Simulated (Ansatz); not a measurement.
Relaxation of AlH₂OTe (5 atoms, charge 0, multiplicity 2), to a largest force component of 0.02 eV/Å in at most 50 steps.

Theory: UKS BHLYP/def2-SVP (Ansatz 0.2.0).

```xyz
5
Properties=species:S:1:pos:R:3:forces:R:3
O -1.433 -0.282 -0.281 -0.52 0.44 -0.23
Al -0.113 -1.109 0.272 0.11 -0.46 0.05
Te 2.284 -0.111 0.247 -0.07 0.02 0.05
H -2.156 0.213 -0.649 0.37 -0.22 0.18
H 1.419 1.289 0.411 0.10 0.22 -0.05
```

Question: Where does it end, and by what steps?

Answer: It converged. After 5 steps the energy has fallen by 0.071 eV; Te3 moved furthest, 0.26 Å.

| step | energy less start (eV) | largest force component (eV/Å) | accepted |
| --- | --- | --- | --- |
| 0 | 0.0000 | 0.517 | yes |
| 1 | -0.0191 | 0.494 | yes |
| 2 | -0.0413 | 0.294 | yes |
| 3 | -0.0515 | 1.287 | yes |
| 4 | -0.0704 | 0.083 | yes |
| 5 | -0.0711 | 0.012 | yes |

```xyz
5
Properties=species:S:1:pos:R:3
O -1.440 -0.315 -0.289
Al -0.112 -1.239 0.079
Te 2.187 -0.100 0.486
H -2.156 0.256 -0.512
H 1.521 1.398 0.236
```

Time of the run: 21 s on 2 threads of Intel(R) Xeon(R) Platinum 8375C CPU @ 2.90GHz (Ice Lake), with other jobs on the host, peak memory 0.2 GiB.
